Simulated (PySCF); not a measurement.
## Working out the ionisation energy of N²⁺

N²⁺ [He] 2s2 2p1 (2P) → N³⁺ [He] 2s2 (1S). All numbers are calculated (PySCF 2.14, the non-relativistic Hamiltonian (point nucleus), in def2-TZVPPD (6s3p3d1f, 37 functions)). Frozen: nothing. Energies in hartree (1 hartree = 27.21139 eV):

```json
{"part": "UHF", "N²⁺ (lower)": "-52.818581", "N³⁺ (upper)": "-51.080460"}
{"part": "MP2 opposite-spin", "N²⁺ (lower)": "-0.067616", "N³⁺ (upper)": "-0.064647"}
{"part": "MP2 same-spin", "N²⁺ (lower)": "-0.004222", "N³⁺ (upper)": "-0.000348"}
```

Q: What does Hartree-Fock give?

A: (-51.080460) − (-52.818581) = 1.738121 hartree = 47.297 eV.

Q: What do MP2 and SCS-MP2 (6/5 opposite-spin, 1/3 same-spin) give?

A: The opposite-spin parts differ by 0.081 eV and the same-spin parts by 0.105 eV. MP2: 47.297 + (0.081) + (0.105) = 47.483 eV. SCS-MP2: 47.297 + 1.2 × (0.081) + (0.105)/3 = 47.429 eV.

A first-order spin-orbit estimate adds 0.015 eV to MP2 (valence and next inner shell), giving 47.498 eV against 47.445 eV (semi-empirical (NIST evaluation); NIST Atomic Spectra Database, ionization energies).

What remains against the reference includes basis incompleteness and correlation beyond second order.
